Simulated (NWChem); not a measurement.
Molecule: GeHF$_{3}$; SMILES [F][GeH]([F])[F]

```xyz
5

Ge     0.0000     0.0000     0.2542
F      0.4102     1.5303    -0.3970
F      1.1202    -1.1204    -0.3970
F     -1.5304    -0.4099    -0.3970
H      0.0000     0.0000     1.7711
```
Atoms are numbered in this order, from 1.

The geometry was optimised at PBE0/def2-SVP.

Q: Give the principal values of the shielding tensors (ppm) of Ge1, F2 from PBE0/pcSseg-1, GIAO (NWChem), with their diamagnetic and paramagnetic parts as GIAO splits them.

A: 
```tsv
atom	σ11	σ22	σ33	isotropic	diamagnetic	paramagnetic
Ge1	1372.4	1372.4	1436.0	1393.6	2757.2	-1363.6
F2	255.9	297.9	407.4	320.4	476.6	-156.3
```
